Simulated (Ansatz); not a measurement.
`C[Si](O)(O)Cl` → `[OH]`• + `C[Si](O)Cl`• at 400 K and 1 bar (homolysis of the O–Si bond).

Calculated with Ansatz (gas phase, PBE0-D4/def2-TZVP geometries, no zero-point term in ΔE). CBS: MP2 limit from def2 TZ/QZ plus the TZ coupled-cluster correction, frozen cores. This one scheme is used for every species. Open shells (•) are unrestricted, without spin–orbit coupling. Each species was taken in one conformer, which may not be the lowest.

| species | CCSD(T)/CBS energy (Eh) | H − E (kJ/mol) | S (J/(mol·K)) |
| --- | --- | --- | --- |
| `C[Si](O)(O)Cl` | -940.45361 | 212.9 | 392.6 |
| `[OH]`• | -75.67771 | 34.1 | 192.6 |
| `C[Si](O)Cl`• | -864.55505 | 166.3 | 360.2 |

H − E and S are ideal-gas, rigid-rotor, harmonic terms from PBE0-D4/def2-TZVP, for one conformer and one mirror image of each species, with the whole ground term of open shells counted as degenerate. 1 Eh = 2625.50 kJ/mol, R = 8.31446 J/(mol·K).

Task: By hand: ΔE, ΔH, ΔS and ΔG.

Result: ΔE = (-75.67771) + (-864.55505) − (-940.45361) = 0.22085 Eh = 579.8 kJ/mol. Δ(H − E) = 34.1 + 166.3 − 212.9 = -12.5, so ΔH = 567.3 kJ/mol. ΔS = 192.6 + 360.2 − 392.6 = 160.2 J/(mol·K). ΔG = 567.3 − 400 × (160.2)/1000 = 503.2 kJ/mol.

Task: By hand: the equilibrium constant, and the temperature at which ΔG would vanish if ΔH and ΔS stayed fixed.

Result: log₁₀ K = −ΔG/(RT ln 10) = -65.7. ΔG = 0 at ΔH/ΔS = 3541 K, far beyond where these terms or the molecules hold.

The number of gas molecules changes by +1, which sets the sign of ΔS. A doubt of 5 kJ/mol in ΔE shifts log₁₀ K by 0.7 here. Other conformers and mirror images would add mixing entropy, several J/(mol·K) or more a flexible species. These are equilibria of isolated gas molecules and say nothing of rates. Largest T1 diagnostic: 0.013 (customary marks: 0.02 for closed shells, 0.045 for open ones).
